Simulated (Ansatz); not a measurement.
```yaml
crystal:
  periodic: [false, false, false]
  atoms:
    - {symbol: F, position_ang: [-3.516765, -0.506905, 0.483829]}
    - {symbol: B, position_ang: [-1.309738, -0.910658, -0.603834]}
    - {symbol: As, position_ang: [1.417474, 1.779619, -0.460960]}
    - {symbol: H, position_ang: [-1.065559, -2.809992, -1.816388]}
    - {symbol: H, position_ang: [3.525494, -0.104988, 0.006894]}
    - {symbol: H, position_ang: [1.028652, 2.431984, 2.302964]}
basis:
  gaussian: {orbitals: cc-pVTZ-DK}
hamiltonian: {xc: {name: CAM-B3LYP}}
```

```sh
$ ansatz run in.yaml --threads 2 --pin off --events-out ev --progress --plain --max-ram 4352MiB
```

Shortened log:

```
Functional definition: CAM-B3LYP
948 factors; their error is unknown
212 factors; integrals over basis functions are off by at most 4.2e-5 eV
mean field evaluation 1: about -64936.6162 eV, gradient 6.1e1 eV
mean field evaluation 2: about -64572.4473 eV, gradient 1.8e2 eV
mean field evaluation 4: about -64942.2088 eV, gradient 4.6e1 eV
mean field evaluation 8: about -64948.6471 eV, gradient 5.8e0 eV
mean field evaluation 16: about -64949.0312 eV, gradient 6.9e-2 eV
mean field -64949.03126127 eV, -2386.8328748170 hartree, gradient 6.4e-5 eV, S^2 0.000000; 0 other end points of the search recorded, 0 dependent functions left out
reference -64949.03139898 eV, -2386.8328798778 hartree; 25, 25 occupied and 120, 120 virtual orbitals, 948 factors
Total energy: -64949.03139898 eV, -2386.8328798778 hartree
Relativity: scalar
```

Task: What is wrong with this run?

Result: The coordinates are in bohr but typed as ångström. The run converged. The result belongs to that input, not to the molecule as meant.
